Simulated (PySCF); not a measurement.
In(Me)2(OH)(NH3), C2H10InNO, singlet, GFN2-xTB optimised geometry.

```
15

In    -0.75    -0.05     0.00
C     -1.09    -1.70    -1.46
H     -0.70    -1.41    -2.44
H     -2.15    -1.93    -1.55
H     -0.56    -2.58    -1.10
C     -1.15     2.14     0.00
H     -0.57     2.58     0.81
H     -2.20     2.34     0.16
H     -0.84     2.57    -0.95
O     -0.42    -0.75     1.86
H     -1.17    -0.95     2.42
N      1.66    -0.05     0.00
H      1.59    -0.39     0.96
H      2.20     0.80     0.01
H      2.16    -0.75    -0.54
```

Density from CAM-B3LYP/def2-TZVP, def2 effective core potentials past Kr (PySCF 2.14.0) at that geometry. The core electrons that the potentials of In replace are not part of the density.

Minimum of the electron density along straight lines between bonded atoms, close to the bond critical point (lines longer than 1.1 times the sum of covalent radii, or with two minima, are not listed):

```
bond     length / Å  ρ at the minimum / e bohr⁻³  ∇²ρ there / e bohr⁻⁵  position (fraction from the first atom)
-------  ----------  ---------------------------  --------------------  ---------------------------------------
In1–C2        2.225                        0.088                  0.13                                     0.51
C2–H3         1.086                        0.276                 -0.93                                     0.64
C2–H4         1.087                        0.275                 -0.93                                     0.64
C2–H5         1.087                        0.275                 -0.93                                     0.64
In1–C6        2.225                        0.088                  0.13                                     0.51
C6–H7         1.087                        0.275                 -0.93                                     0.64
C6–H8         1.087                        0.275                 -0.93                                     0.64
C6–H9         1.085                        0.276                 -0.93                                     0.64
In1–O10       2.012                            …                     …                                     0.52
O10–H11       0.953                            …                 -2.42                                     0.80
N12–H13       1.017                        0.334                 -1.75                                     0.75
N12–H14       1.014                        0.335                 -1.66                                     0.74
N12–H15       1.015                        0.335                 -1.66                                     0.74
```

**Question.** Some entries are withheld; supply them.

**Answer.** 
- In1–O10, ρ at the minimum / e bohr⁻³: 0.106
- In1–O10, ∇²ρ there / e bohr⁻⁵: 0.48
- O10–H11, ρ at the minimum / e bohr⁻³: 0.364
